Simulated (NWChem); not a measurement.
Species: GeF3 cation

```xyz
4

F     -0.9986     1.3414     0.0000
Ge     0.0000     0.0000     0.0000
F     -0.6624    -1.5355     0.0000
F      1.6610     0.1941     0.0000
```
Atoms are numbered in this order, from 1.

Program: NWChem. Pople sets run with spherical d functions. STO-3G and 3-21G are far too small for this property and stand as cheap habits. Structure relaxed at the B3LYP/6-31G* (spherical d) level. B3LYP is NWChem's, with the RPA form of VWN correlation. Field at 589 nm.

**Question.** Order these runs by computing time, cheapest first, and give rough ratios: B3LYP/STO-3G; B3LYP/def2-SVP; B3LYP/aug-cc-pVDZ.

**Answer.** B3LYP/STO-3G (1), B3LYP/def2-SVP (4), B3LYP/aug-cc-pVDZ (50). Ratios are rough, from one shared machine; the cheapest took around 5 core-seconds (rough). What differs between the cheapest and the dearest: isotropic polarisability (bohr³) 13.7 → 22.6; anisotropy (bohr³) 7.8 → 9.1.
